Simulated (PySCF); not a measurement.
A side-by-side comparison of computed properties.

First species: CH7GeN.
Structure used (PBE0-D3(BJ)/def2-SVP), in Å, numbered top down from 1:
```
atom  x, y, z in Å
N1    -1.2269    0.4052    0.6200
C2    -0.3647   -0.7045    0.2649
Ge3    1.5082   -0.2420    0.6396
H4    -2.2087    0.1589    0.5098
H5    -1.0602    1.2017    0.0084
H6    -0.4388   -1.0606   -0.7847
H7    -0.6040   -1.5734    0.9002
H8     2.4479   -1.3836    0.2008
H9     1.8760    1.0290   -0.1558
H10    1.7087    0.0402    2.1380
```

Second species: C6H12.
Atom-mapped SMILES: `[CH3:1][CH2:2]/[CH:3]=[CH:4]/[CH2:5][CH3:6]` (hydrogens: H7, H8, H9 on C1; H10, H11 on C2; H12 on C3; H13 on C4; H14, H15 on C5; H16, H17, H18 on C6)

Structure used (PBE0-D3(BJ)/def2-SVP), in Å, numbered top down from 1:
```
atom  x, y, z in Å
C1    -2.8352    0.6095   -0.1625
C2    -1.9808   -0.6238    0.1148
C3    -0.6010   -0.2829    0.5820
C4     0.5327   -0.5988   -0.0508
C5     1.9109   -0.2294    0.3992
C6     2.6470    0.6544   -0.6034
H7    -2.9240    1.2439    0.7342
H8    -3.8534    0.3316   -0.4755
H9    -2.3898    1.2258   -0.9588
H10   -1.9171   -1.2505   -0.7903
H11   -2.4821   -1.2413    0.8826
H12   -0.5347    0.2908    1.5179
H13    0.4660   -1.1637   -0.9921
H14    1.8542    0.2758    1.3777
H15    2.4987   -1.1514    0.5620
H16    2.1149    1.6066   -0.7535
H17    3.6682    0.8846   -0.2626
H18    2.7266    0.1628   -1.5864
```

Levels: CAM-B3LYP/def2-SVPD for dipole moment, HOMO energy, LUMO energy, HOMO–LUMO gap, static isotropic polarisability and electronic spatial extent ⟨r²⟩ about the centre of nuclear charge; TDDFT CAM-B3LYP/def2-SVPD for lowest singlet excitation; TDA CAM-B3LYP/def2-SVPD for lowest triplet excitation (Tamm–Dancoff); ΔSCF CAM-B3LYP/def2-SVPD for vertical ionisation energy; PBE0-D3(BJ)/def2-SVP for rotational constant A and rotational constant C. Geometries: PBE0-D3(BJ)/def2-SVP. Each species is one conformer at its optimised geometry, gas phase, non-relativistic unless stated; the electronic structure was computed with PySCF and density fitting.

The conformers computed, where there is a choice (atom-mapped SMILES and torsion angles):
- `[NH2:1][CH2:2][GeH3:3]`: H–N1–C2–Ge3 -175°, H–N1–C2–Ge3 67°
- `[CH3:1][CH2:2]/[CH:3]=[CH:4]/[CH2:5][CH3:6]`: C1–C2–C3–C4 -118°, C3–C4–C5–C6 -118°

Values for the first species:

```
Dipole moment                                                     : 1.63 D
HOMO energy                                                       : -8.38 eV
LUMO energy                                                       : 1.03 eV
HOMO–LUMO gap                                                     : 9.41 eV
Lowest singlet excitation                                         : 6.12 eV
Lowest triplet excitation (Tamm–Dancoff)                          : 5.84 eV
Static isotropic polarisability                                   : 55.5 au
Vertical ionisation energy                                        : 9.38 eV
Electronic spatial extent ⟨r²⟩ about the centre of nuclear charge : 400 bohr²
Rotational constant A                                             : 24.229 GHz
Rotational constant C                                             : 3.392 GHz
```

(1) Estimate the same properties for the second species, and the change in each.

Answers

(1) 
```json
{"property": "dipole moment", "first": "1.63 D", "second": "0.02 D", "second less first": "-1.61 D"}
{"property": "HOMO energy", "first": "-8.38 eV", "second": "-8.28 eV", "second less first": "+0.10 eV"}
{"property": "LUMO energy", "first": "1.03 eV", "second": "1.42 eV", "second less first": "+0.39 eV"}
{"property": "HOMO–LUMO gap", "first": "9.41 eV", "second": "9.70 eV", "second less first": "+0.29 eV"}
{"property": "lowest singlet excitation", "first": "6.12 eV", "second": "7.06 eV", "second less first": "+0.94 eV"}
{"property": "lowest triplet excitation (Tamm–Dancoff)", "first": "5.84 eV", "second": "4.33 eV", "second less first": "-1.51 eV"}
{"property": "static isotropic polarisability", "first": "55.5 au", "second": "77.6 au", "second less first": "+22.1 au"}
{"property": "vertical ionisation energy", "first": "9.38 eV", "second": "9.03 eV", "second less first": "-0.35 eV"}
{"property": "electronic spatial extent ⟨r²⟩ about the centre of nuclear charge", "first": "400 bohr²", "second": "996 bohr²", "second less first": "+596 bohr²"}
{"property": "rotational constant A", "first": "24.229 GHz", "second": "9.324 GHz", "second less first": "-14.905 GHz"}
{"property": "rotational constant C", "first": "3.392 GHz", "second": "1.286 GHz", "second less first": "-2.106 GHz"}
```

On the first: In wavenumbers S1 is 49400 cm⁻¹ (1 eV = 8065.54 cm⁻¹). The ΔSCF ionisation energy exceeds −ε(HOMO) by 1.00 eV with CAM-B3LYP. The calculation is non-relativistic and has no spin–orbit coupling, an omission that weighs most on germanium.

On the second: The 10 singlets span 7.06 to 8.98 eV, and their oscillator strengths add up to 0.63. The principal polarisabilities are 65.9, 67.5 and 99.4 au; their mean is the isotropic value.
